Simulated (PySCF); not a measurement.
RbGa: script and output

File input.py (PySCF 2.14):

```python
from pyscf import gto, dft

mol = gto.M(
    atom='Rb 0 0 0; Ga 0 0 3.102',
    basis='sbkjc',
    ecp={'Rb': 'sbkjc', 'Ga': 'sbkjc'},
    charge=0,
    spin=0,
    verbose=4,
)
mf = dft.RKS(mol, xc='r2scan')
mf.kernel()
mf.mulliken_pop()
mf.dip_moment()
print('orbital energies (hartree):', mf.mo_energy[..., max(0, mol.nelec[1]-3):mol.nelec[0]+3].round(4))
```

```bash
$ OMP_NUM_THREADS=1 python input.py
```

Output (some set-up lines removed):

```
PySCF version 2.14.0

[INPUT] Symbol           X                Y                Z      unit          X                Y                Z       unit  Magmom
[INPUT]  1 Rb     0.000000000000   0.000000000000   0.000000000000 AA    0.000000000000   0.000000000000   0.000000000000 Bohr   0.0
[INPUT]  2 Ga     0.000000000000   0.000000000000   3.102000000000 AA    0.000000000000   0.000000000000   5.861930438401 Bohr   0.0

nuclear repulsion = 3.58243759810445
number of shells = 15
number of NR pGTOs = 78
number of NR cGTOs = 39
basis = sbkjc
ecp = {'Rb': 'sbkjc', 'Ga': 'sbkjc'}

******** <class 'pyscf.dft.rks.RKS'> ********
method = RKS
initial guess = minao
damping factor = 0
level_shift factor = 0
DIIS = <class 'pyscf.scf.diis.CDIIS'>
SCF conv_tol = 1e-09
SCF max_cycles = 50
XC functionals = r2scan

grids dens level: 3
Initial guess from minao.
tot grids = 42816
init E= -248.944807424959
  HOMO = -0.00219922068506947  LUMO = 0.00738330493360451  gap/eV = 0.26075
cycle= 1 E= -199.593493168205  delta_E= 49.4  |g|= 15.7  |ddm|= 6.75

WARN: HOMO -4.8738494669783 == LUMO -4.87384946697829

cycle= 2 E= -235.862178788785  delta_E= -36.3  |g|= 11.9  |ddm|= 11.4
  HOMO = -0.705338456418435  LUMO = -0.690692912214897  gap/eV = 0.39853
cycle= 3 E= -256.980663372564  delta_E= -21.1  |g|= 2.94  |ddm|= 9.97
  HOMO = -0.0264059698989856  LUMO = -0.0104553374473584  gap/eV = 0.43404
cycle= 4 E= -258.222128229101  delta_E= -1.24  |g|= 0.691  |ddm|=  4.4
  HOMO = -0.252030034657643  LUMO = -0.243899790755154  gap/eV = 0.22124
cycle= 5 E= -258.132650128513  delta_E= 0.0895  |g|= 0.748  |ddm|= 1.51
  HOMO = -0.152377742488828  LUMO = -0.149799517915534  gap/eV = 0.07016
cycle= 6 E= -258.207923422837  delta_E= -0.0753  |g|= 0.556  |ddm|= 0.522
  HOMO = -0.0847064713570029  LUMO = -0.0531549293790389  gap/eV = 0.85856
cycle= 7 E= -258.202977399496  delta_E= 0.00495  |g|= 0.25  |ddm|=  1.5
  HOMO = -0.0890162055873667  LUMO = -0.0800927610473129  gap/eV = 0.24282
cycle= 8 E= -258.294455700549  delta_E= -0.0915  |g|= 0.0648  |ddm|= 1.06
  HOMO = -0.0881997200199374  LUMO = -0.0769272512849426  gap/eV = 0.30674
cycle= 9 E= -258.2989555842  delta_E= -0.0045  |g|= 0.014  |ddm|= 0.182
  HOMO = -0.0879962440006841  LUMO = -0.0759198468035815  gap/eV = 0.32862
cycle= 10 E= -258.299122666206  delta_E= -0.000167  |g|= 0.00571  |ddm|= 0.0323
  HOMO = -0.0877927113962427  LUMO = -0.0756128105734399  gap/eV = 0.33143
cycle= 11 E= -258.299152899684  delta_E= -3.02e-05  |g|= 0.00285  |ddm|= 0.0107
  HOMO = -0.0875888435657011  LUMO = -0.0753515564310948  gap/eV = 0.33299
cycle= 12 E= -258.299161755712  delta_E= -8.86e-06  |g|= 0.00105  |ddm|= 0.00563
  HOMO = -0.087536115835448  LUMO = -0.0752472759794956  gap/eV = 0.33440
cycle= 13 E= -258.299163074124  delta_E= -1.32e-06  |g|= 0.000163  |ddm|= 0.00272
  HOMO = -0.0875137194647602  LUMO = -0.0752180757313384  gap/eV = 0.33458
cycle= 14 E= -258.299163111498  delta_E= -3.74e-08  |g|= 8.73e-06  |ddm|= 0.000611
  HOMO = -0.087513585438983  LUMO = -0.0752170793369562  gap/eV = 0.33460
cycle= 15 E= -258.299163111652  delta_E= -1.54e-10  |g|= 1.25e-06  |ddm|= 7.82e-05
  HOMO = -0.0875139222008992  LUMO = -0.0752175215517683  gap/eV = 0.33460
Extra cycle  E= -258.299163111644  delta_E= 7.84e-12  |g|= 2.51e-06  |ddm|= 1.18e-05
converged SCF energy = -258.299163111644
 ** Mulliken pop  **
pop of  0 Rb 5s           0.75554
pop of  0 Rb 6s           0.03127
pop of  0 Rb 5px          0.00022
pop of  0 Rb 5py          0.00022
pop of  0 Rb 5pz          0.00821
pop of  0 Rb 6px         -0.00004
pop of  0 Rb 6py         -0.00004
pop of  0 Rb 6pz          0.06343
pop of  1 Ga 3s           1.51637
pop of  1 Ga 4s           0.67010
pop of  1 Ga 5s           1.33313
pop of  1 Ga 6s           0.44192
[27 lines left out]
 ** Mulliken atomic charges  **
charge of    0Rb =      0.14120
charge of    1Ga =     -0.14120
Dipole moment(X, Y, Z, Debye):  0.00000, -0.00000, -1.58075
orbital energies (hartree): [-0.6883 -0.3159 -0.0875 -0.0752 -0.0752 -0.0438]
```

In short: E(SCF) = -258.299163 Eh, 15 cycles, μz(SCF) = -1.58 D.

Run time: 3.2 s on 1 thread of Arm Neoverse V1 (shared host), peak memory 0.19 GiB.

Stability towards an unrestricted solution was not tested. The bond length is a typed value, not an optimised one.
